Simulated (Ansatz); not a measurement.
A run for Ansatz (an electronic-structure program): R-RI-MP2/cc-pV(Q+d)Z on C2H7Al (SMILES [CH3][AlH][CH3]), a point of a torsion scan. Files ending in .json are basis or fitting sets from the Basis Set Exchange.

Ansatz 0.2 input:
```yaml
crystal:
  periodic: [false, false, false]
  atoms:
    - {symbol: C, position_ang: [1.70621163, 0.36928201, -0.25898809]}
    - {symbol: Al, position_ang: [0.21322011, -0.29603602, 0.87566389]}
    - {symbol: C, position_ang: [0.28700554, -1.59242714, 2.38342019]}
    - {symbol: H, position_ang: [1.99467584, -0.33165897, -1.05097505]}
    - {symbol: H, position_ang: [1.42754727, 1.30219318, -0.76486504]}
    - {symbol: H, position_ang: [2.62137357, 0.57839223, 0.30775865]}
    - {symbol: H, position_ang: [-1.19259319, 0.27531993, 0.54377526]}
    - {symbol: H, position_ang: [0.83276480, -1.21254761, 3.25512924]}
    - {symbol: H, position_ang: [-0.72271874, -1.84075053, 2.73385100]}
    - {symbol: H, position_ang: [0.76854302, -2.54097620, 2.11783356]}
basis:
  gaussian:
    orbitals: cc-pV_Q+d_Z.json
    fitting: {mean_field: def2-universal-JKFIT, correlation: cc-pVQZ-RIFIT.json}
magnetization: {spin_polarized: false}
correlation: {method: mp2, electrons: outside_noble_gas}
scf: {lower_state_search: off}
```

The log:

```
Functional definition: HF
[...]
these checks for a lower state are left out or cut short: stability, starts, cluster_reference, orbital_swaps, neighbouring_geometries, increment
integrals: 0.46 GiB planned
404 factors; integrals over basis functions are off by at most 6.5e0 eV
mean field: 0.76 GiB planned
mean field evaluation 1: about -8752.4659 eV, gradient 3.7e1 eV
mean field evaluation 2: about -8755.3218 eV, gradient 1.6e1 eV
mean field evaluation 4: about -8755.9547 eV, gradient 3.2e-1 eV
mean field -8755.95519090 eV, -321.7754182661 hartree, gradient 9.5e-7 eV, S^2 0.000000; 0 other end points of the search recorded, 0 dependent functions left out
7 core orbitals not correlated
807 factors; their error is unknown
reference -8755.95519090 eV, -321.7754182661 hartree; 9, 9 occupied and 368, 368 virtual orbitals, 807 factors
second order -12.93392977 eV of doubles, -0.00000000 eV of singles
Total energy: -8768.88912067 eV, -322.2507314181 hartree
Checks for a lower state left out: stability, starts, cluster_reference, orbital_swaps, neighbouring_geometries, increment
```

The calculation finished and met its thresholds.

Cost: about 5 core-seconds (a rough figure).
